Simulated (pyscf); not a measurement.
H₃Si–AsH–AsH₂ (SMILES [SiH3][AsH][AsH2]) → H₂Si=AsH (SMILES [SiH2]=[AsH]) + AsH₃ (SMILES [AsH3]), an elimination (singlet surface; As–As, H–Si broken, As–H formed). Single points on ωB97X-D3(BJ)/def2-SVP structures (PySCF, gas phase). Energies in kJ/mol from the reactant's lowest minimum found.

Small-basis levels: PySCF, no dispersion term, spherical d functions. GFN2-xTB: tblite. Cost: rough CPU time at the saddle relative to B3LYP/6-31G*+LANL2DZ, from one job on a shared machine.

```tsv
level	barrier	reaction energy	cost
HF/6-31G*+LANL2DZ	316.7	+134.9	0.1
MP2/6-31G*+LANL2DZ	245.9	+113.2	0.1
SVWN5/6-31G*+LANL2DZ	181.0	+157.3	0.9
PBE/6-31G*+LANL2DZ	196.3	+133.5	1
B3LYP/6-31G*+LANL2DZ	224.2	+121.8	1
B3LYP/def2-SVP	228.9	+139.9	2
GFN2-xTB	241.5	+158.8	under 0.02
ωB97M-D3(BJ)/def2-TZVP	254.5	+160.7	–
```

Against the last row the barrier runs from -73.5 (SVWN5/6-31G*+LANL2DZ) to +62.2 kJ/mol (HF/6-31G*+LANL2DZ). ωB97M-D3(BJ)/def2-TZVP has limits of its own. The same reactants have a lower exit, to H₃Si–AsH• + AsH₂• (no saddle counted: cutting one bond costs +209.7 kJ/mol at ωB97M-D3(BJ)/def2-TZVP, against +254.5 kJ/mol here). One saddle was located; it need not be the lowest between these sides. In the def2 sets elements up to Kr have no core potential.
